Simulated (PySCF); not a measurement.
# Computed properties of PbCl, SMILES [Pb+][Cl]

PbCl, SMILES [Pb+][Cl] (connectivity only; charge and spin as stated), charge +1, multiplicity 1. Geometry: B3LYP-D3(BJ)/def2-TZVP. The spin state was assumed, not searched. The def2 effective core potentials stand for the cores of Pb; spin–orbit coupling is left out. The values are those of a single conformer. All values are computed for the isolated molecule unless a solvent is named; none is compared with measurement here.

**Structure.** The optimised structure has C∞v symmetry. All 1 harmonic modes at B3LYP-D3(BJ)/def2-TZVP (PySCF) are real, so it is a minimum.

**Vibrations.** The strongest infrared lines (harmonic, unscaled, degenerate partners summed) lie at 373 cm⁻¹ (41 km/mol, Cl 85 %, Pb 15 %). The softest mode is at 373 cm⁻¹ and the zero-point energy is 0.5 kcal/mol.

**Electronic structure.** PBE0/def2-TZVPD (PySCF) places the frontier levels at -14.58 and -8.86 eV, a gap of 5.72 eV and a mean polarisability of 41.7 bohr³. PBE/def2-TZVPD (PySCF) at the same geometry gives -13.37 and -9.59 eV, so its gap is 1.94 eV narrower. An orbital gap is neither the optical nor the fundamental gap.

**Excitations.** TDDFT-PBE0/def2-TZVPD (PySCF) has S1 at 4.25 eV (292 nm, f = 0.000, dark); the most intense of the 10 singlets computed lies at 8.79 eV (f = 1.37). Strengths of degenerate partners are summed. T1 (TDA) is at 3.88 eV. TDDFT-PBE/def2-TZVPD (PySCF) puts S1 at 3.78 eV. No vertical singlet excitation falls in the visible range (under 3.1 eV).
